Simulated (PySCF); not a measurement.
In(H)(Br)(OH) (BrH₂InO), SMILES [OH][InH][Br]. Atoms are numbered in the order given.

```xyz
5

In    -0.3217     0.7994     0.0000
H     -1.9183     1.4299     0.0000
Br     0.1475    -1.6529     0.0000
O      1.4056     1.8099     0.0000
H      1.2730     2.7689     0.0000
```
Charge 0, spin multiplicity 1.

Coordinates come from a B3LYP-D3(BJ)/def2-SVP optimisation. The def2 effective core potentials stand for the cores of In; spin–orbit coupling is left out. Other conformers were not sampled.

Level of theory: ωB97X/def2-TZVPD in PySCF.

The molecule is in vacuum.

**Question.** Estimate the frontier levels, gap, dipole moment and polarisability. (Estimate from the structure and the level; the computed values follow.)

**Answer.** 
- highest occupied level = -10.51 eV
- lowest empty level = 0.04 eV
- orbital gap = 10.55 eV
- dipole moment = 3.61 D
- quadrupole, principal values (traceless, Buckingham form, about the centre of nuclear charge) = -8.20, 3.65, 4.56 D·Å
- mean static polarisability = 64.1 bohr³ (9.50 Å³)
- polarisability, principal values = 49.2, 63.6, 79.5 bohr³
